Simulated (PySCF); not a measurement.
NP, charge -1, quartet, at a GFN2-xTB geometry of the parent state (a state made from the parent by changing its charge; the spin is typed, not shown lowest); MP2/def2-SV(P) run with PySCF.

PySCF was given this input:
```python
from pyscf import gto, scf, mp

mol = gto.M(
    atom='''
N    -0.000000   -0.000000   -1.033215
P     0.000000    0.000000    0.482167
''',
    basis='def2-sv(p)',
    charge=-1,
    spin=3,
    verbose=3,
)

mf = scf.UHF(mol)
mf.kernel()

pt = mp.MP2(mf)
pt.kernel()
print('E(MP2) = %.10f' % pt.e_tot)
mf.analyze()
```

Task: What does PySCF print? Leave out banner, timings and long lists.

Result: 
```
converged SCF energy = -394.852755335822  <S^2> = 3.7850162  2S+1 = 4.0174699
E(UMP2) = -395.081848443269  E_corr = -0.229093107447077
E(SCS-UMP2) = -395.070615320613  E_corr = -0.217859984791911
E(MP2) = -395.0818484433
**** MO energy ****
                             alpha | beta                alpha | beta
MO #1   energy= -79.6285300500656  | -79.6200015598154  occ= 1 | 1
MO #2   energy= -15.3160857049988  | -15.2535094379549  occ= 1 | 1
MO #3   energy= -7.19785571108047  | -7.18866993611559  occ= 1 | 1
MO #4   energy= -5.10082929764061  | -5.08667478483878  occ= 1 | 1
MO #5   energy= -5.0988393006108   | -5.07978413468475  occ= 1 | 1
MO #6   energy= -5.0988393006108   | -5.07978413468473  occ= 1 | 1
MO #7   energy= -0.899701400781623 | -0.727284143506938 occ= 1 | 1
MO #8   energy= -0.480271687778328 | -0.211583677347088 occ= 1 | 1
MO #9   energy= -0.2733213252471   | -0.100646170755679 occ= 1 | 1
MO #10  energy= -0.271040752152003 | -0.100646170755673 occ= 1 | 1
MO #11  energy= -0.271040752152002 | 0.284970730557185  occ= 1 | 0
MO #12  energy= -0.00664883594895973 | 0.411306483888194  occ= 1 | 0
MO #13  energy= -0.00664883594895729 | 0.411306483888199  occ= 1 | 0
MO #14  energy= 0.48352010687404   | 0.53460288341094   occ= 0 | 0
MO #15  energy= 0.663684030987141  | 0.7199375366095    occ= 0 | 0
MO #16  energy= 1.00672261214259   | 1.05546799668636   occ= 0 | 0
MO #17  energy= 1.00672261214259   | 1.05546799668636   occ= 0 | 0
MO #18  energy= 1.04404312290338   | 1.13206837661517   occ= 0 | 0
MO #19  energy= 1.04459343984958   | 1.13206837661517   occ= 0 | 0
MO #20  energy= 1.0445934398496    | 1.15529189569686   occ= 0 | 0
MO #21  energy= 1.10372313357301   | 1.19673637641678   occ= 0 | 0

To work with the spin densities directly, `use mulliken_meta_spin()` only printing them here.

 ** Mulliken spin pop alpha/beta on meta-lowdin orthogonal AOs **
 ** Mulliken Spin Density (per atom)  **
spin density of  0 N =      1.71900
spin density of  1 P =      1.28100
 ** Mulliken pop alpha/beta on meta-lowdin orthogonal AOs **
 ** Mulliken atomic charges   ( Nelec_alpha | Nelec_beta ) **
charge of  0N =     -0.61395  (     4.66647      2.94748 )
charge of  1P =     -0.38605  (     8.33353      7.05252 )

WARN: System has nonzero charge -1; the dipole moment is origin-dependent.
Location of origin: [0. 0. 0.]

Dipole moment(X, Y, Z, Debye): -0.00000, -0.00000, -0.10004
```
